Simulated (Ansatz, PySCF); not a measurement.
A series of substituents X on one scaffold: ethyl-X. All species are isolated molecules in the gas phase. One relaxed conformer stands for each flexible species; it need not be the lowest. Strings in code marks are SMILES.

Quantity: electronic energy of isomers of C3H5N relative to `CCC#N`, in kJ/mol.

Level 1: frozen-core MP2/def2-TZVPP // B3LYP-D3(BJ)/def2-TZVP (Ansatz, a first-principles code)
Level 2: B3LYP/6-31G* // B3LYP-D3(BJ)/def2-TZVP (PySCF)
Level 3: PBE/6-31G* // B3LYP-D3(BJ)/def2-TZVP (PySCF)
Level 4: HF/6-31G* // B3LYP-D3(BJ)/def2-TZVP (PySCF)

```
species        level 2  level 3  level 4
-------------  -------  -------  -------
`[C-]#[N+]CC`     92.6     98.7     78.6
```

### Question
What does level 1 give for each?

### Answer

- `[C-]#[N+]CC`: 103.8
